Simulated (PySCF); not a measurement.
## Ionisation energy of Ni by level of theory

Ni [Ar] 3d8 4s2 (3F) → Ni⁺ [Ar] 3d9 (2D), as a difference of total energies. Computed with PySCF 2.14 in Sapporo-DKH3-DZP-2012, with the spin-free X2C one-electron Hamiltonian (Gaussian nucleus). Correlated levels: valence: [Ar] frozen. The calculations carry no spin-orbit coupling.

Q: Order these methods by the ionisation energy they give, lowest first.
A. M06-L
B. MP2 (valence)
C. LDA
D. SCS-MP2 (valence)

A: B (6.927 eV), D (7.158 eV), C (7.565 eV), A (7.883 eV).

The reference lies between the lowest fine-structure levels, while these numbers refer to the centres of the terms.

Errors of the correlated levels include the incompleteness of this basis and the frozen core.

MP2 underrates the near-degeneracy of ns² with np² in the lower species.

For comparison: 7.640 eV (measured; NIST Atomic Spectra Database, ionization energies).
